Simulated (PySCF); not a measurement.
FH5O3Si2, SMILES O[Si](O)(O)[SiH2]F.

Coordinates come from a r2SCAN-D4/def2-SVP optimisation. This is a generated structure with no PubChem entry under its InChIKey; it may be hypothetical. The values are those of a single conformer.

Two levels are set side by side: PBE/def2-TZVP (PySCF) and ωB97X/def2-TZVP (PySCF). Same geometry, gas phase. Differences are taken from unrounded values.

| quantity | ωB97X | PBE | PBE minus ωB97X |
|---|---|---|---|
| orbital gap (eV) | 12.05 | 5.39 | -6.66 |
| highest occupied level (eV) | -10.49 | -6.80 | 3.69 |
| lowest empty level (eV) | 1.56 | -1.40 | -2.97 |
| dipole moment (D) | 1.83 | 1.83 | 0.00 |
| mean polarisability (bohr³) | 58.7 | 63.3 | 4.6 |

Without exact exchange PBE keeps part of each electron's self-repulsion, which lifts occupied levels and narrows the gap. Loosely held outer electrons make PBE densities more polarisable. Differences between two approximate levels are no errors against the true value.

Rough cost on one machine, each run with all the roots and properties that it gave: ωB97X against PBE within a factor of 2.
